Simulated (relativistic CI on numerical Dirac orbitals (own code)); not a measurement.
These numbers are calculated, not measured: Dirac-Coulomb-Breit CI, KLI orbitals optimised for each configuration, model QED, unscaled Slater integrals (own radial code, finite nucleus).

CI space (outside the closed core [Ar] 3d10): 4s²4p⁶4d¹⁰, 4s²4p⁶4d⁹4f, 4s²4p⁵4d¹⁰4f, 4s4p⁶4d¹⁰4f, 4s²4p⁶4d⁹5s, 4s²4p⁶4d⁹5p, 4s²4p⁶4d⁹5d, 4s²4p⁵4d¹⁰5s, 4s²4p⁶4d⁹5f, 4s²4p⁵4d¹⁰5p, 4s²4p⁶4d⁹5g, 4s²4p⁶4d⁹6s, 4s²4p⁵4d¹⁰5d, 4s4p⁶4d¹⁰5s, 4s²4p⁶4d⁹6p, 4s²4p⁶4d⁹6d, 4s4p⁶4d¹⁰5p, 4p⁶4d¹⁰4f², 4p⁶4d⁹4f³, 4p⁵4d¹⁰4f³, 4p⁶4d⁹4f²5s, 4p⁶4d⁹4f²5p, 4p⁶4d⁹4f²5d. Double excitations out of closed p, d and f shells are left out; levels of such configurations are missing from the list, as are those of other unlisted configurations, and high levels can miss mixing partners. These lack a partner that the ground configuration has and come out too high: 4s²4p⁵4d¹⁰5s, 4s²4p⁶4d⁹5f, 4s²4p⁵4d¹⁰5p, 4s²4p⁶4d⁹5g, 4s²4p⁶4d⁹6s.

At this charge energies of transitions that change n are usually good to better than 1 %, and those within a shell (Δn = 0) to a few per cent.

Outline of the computed level scheme of Pb XXXVII. Lowest level of each configuration: 4s²4p⁶4d¹⁰ ¹S0 at 0.000 eV; 4s²4p⁶4d⁹4f ³P°0 at 229.511 eV; 4s²4p⁵4d¹⁰4f ³D1 at 477.734 eV; 4s²4p⁶4d⁹5s ³D3 at 520.474 eV; 4s²4p⁶4d⁹5p ³P°2 at 577.267 eV.

Some strong electric-dipole decays among the lowest 45 levels: 4s²4p⁶4d⁹4f ¹P°1 → 4s²4p⁶4d¹⁰ ¹S0 (7.5e+12 s⁻¹); 4s²4p⁶4d⁹5p ¹P°1 → 4s²4p⁶4d¹⁰ ¹S0 (3.3e+12 s⁻¹); 4s²4p⁵4d¹⁰4f ³G3 → 4s²4p⁶4d⁹4f ³H°4 (2.8e+12 s⁻¹); 4s²4p⁵4d¹⁰4f ³G4 → 4s²4p⁶4d⁹4f ¹H°5 (2.7e+12 s⁻¹); 4s²4p⁶4d⁹5p ³D°1 → 4s²4p⁶4d¹⁰ ¹S0 (2.1e+12 s⁻¹); 4s²4p⁵4d¹⁰4f ³F2 → 4s²4p⁶4d⁹4f ¹D°2 (1.5e+12 s⁻¹); 4s²4p⁵4d¹⁰4f ³D3 → 4s²4p⁶4d⁹4f ¹F°3 (1.4e+12 s⁻¹); 4s²4p⁵4d¹⁰4f ³F2 → 4s²4p⁶4d⁹4f ³G°3 (1.3e+12 s⁻¹).

LS names give the leading component of a level, which can be under half, so a name can repeat, a term be missing and a line seem to break the LS rules.
